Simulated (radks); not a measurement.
Effect of the nuclear size on the tantalum ion Ta+, [Xe] 4f14 5d3 6s1. Method: Dirac Kohn-Sham, exchange-only LDA, spin-unpolarised, spherical densities, finite nucleus; open shells are shared between the two j in proportion to 2j + 1; Fermi nuclear charge, rms radius 5.3507 fm; computed with a radial shooting solver on a logarithmic mesh with Libxc functionals. The rms radius is varied about that value; shifts are against it.

rms radius (fm),total energy shift (eV),density at nucleus (e/bohr^3),1s1/2 shift (meV),2s1/2 shift (meV),5p1/2 shift (meV),6s1/2 shift (meV),5d5/2 shift (meV),6p1/2 (empty) shift (meV),7s1/2 (empty) shift (meV)
4.7354,-11.6,1.362e+06,-4690,-655,0.220,-0.567,0.214,0.072,-0.084
5.126,-4.33,1.326e+06,-1760,-246,0.082,-0.213,0.080,0.027,-0.031
5.3507,0,1.307e+06,0.000,0.000,0.000,0.000,0.000,0.000,0.000
5.5166,3.28,1.294e+06,1330,186,-0.062,0.161,-0.061,-0.020,0.024
6.2068,17.6,1.243e+06,7150,998,-0.334,0.864,-0.326,-0.110,0.128

Slopes of the eigenvalues against <r^2> in GHz/fm^2, as finite differences over the two radii next to the reference (eigenvalue slopes, not the field-shift constants of lines): 1s1/2 180000, 2s1/2 25100, 5p1/2 -8.42, 6s1/2 21.7, 5d5/2 -8.18, 6p1/2 (empty) -2.77, 7s1/2 (empty) 3.21.
